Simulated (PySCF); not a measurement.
Compound: C2H7ClNPSi2.
SMILES: `N#C[SiH2]P[SiH2]CCl`

Theory: TDDFT wB97X-D/def2-SVPD, vertical, gas phase, core orbitals frozen in the response in PySCF. One conformer (not necessarily the lowest) at the GFN2-xTB geometry, without solvent, vibrations or thermal averaging. Torsions of this conformer, `[N:1]#[C:2][SiH2:3][PH:4][SiH2:5][CH2:6][Cl:7]`: C2–Si3–P4–Si5 50°, Si3–P4–Si5–C6 93°, P4–Si5–C6–Cl7 175°.

Broadening: Gaussians 0.4 eV wide at half height, area fixed by f = 4.319×10⁻⁹ ∫ε dν̃. The width is an assumption, not a result. The curve ends short of the highest state used, and states not computed would add to its high-energy end.

λ (nm), ε (L mol⁻¹ cm⁻¹) and a bar:
```
    186.6       7326 ##############################
    188.4       6945 ############################
    190.3       6757 ############################
    192.2       6802 ############################
    194.1       6867 ############################
    196.0       6694 ###########################
    197.9       6168 #########################
    199.7       5420 ######################
    201.6       4554 ###################
    203.5       3769 ###############
    205.4       3121 #############
    207.3       2579 ###########
    209.1       2113 #########
    211.0       1645 #######
    212.9       1208 #####
    214.8        829 ###
    216.7        529 ##
    218.5        324 #
    220.4        180 #
    222.3         93 
    224.2         45 
    226.1         21 
    227.9          9 
    229.8          4
```

Problem. Where are the band maxima, and which computed states make them?

Solution. 194 nm (6.39 eV), ε about 6900, made up of S2 (77%) and S3 (13%) (hardly more than a shoulder) (ε in L mol⁻¹ cm⁻¹; maxima over ε = 5, shares over 10%). At its high-energy end, 6.65 eV, the curve is still rising (ε about 7400, from S2, S3, S4 and S5). The states used: S1 5.99 eV (f 0.028); S2 6.33 eV (f 0.084); S3 6.60 eV (f 0.027); S4 6.69 eV (f 0.027); S5 6.80 eV (f 0.048); S6 6.92 eV (f 0.032); S7 7.19 eV (f 0.011); S8 7.25 eV (f 0.0018).

Problem. What would ε be at 6.39 eV, the highest of these maxima, with half the width (0.2 eV)?

Solution. About 8990 L mol⁻¹ cm⁻¹ against 6870, a factor of about 1.3; a lone state at its own centre would give exactly 2.

Problem. On this curve, what absorbance would a 10⁻⁵ mol/L sample give at 193 nm over a 1 cm path?

Solution. 193 nm is 6.424 eV, where ε is about 6800 L mol⁻¹ cm⁻¹, so A = ε c l ≈ 0.068 (Beer–Lambert, with the gas-phase spectrum and the assumed width).

Problem. Coming from long wavelengths, where does ε first pass 100 L mol⁻¹ cm⁻¹?

Solution. At about 222 nm (5.58 eV), 0.41 eV below S1.
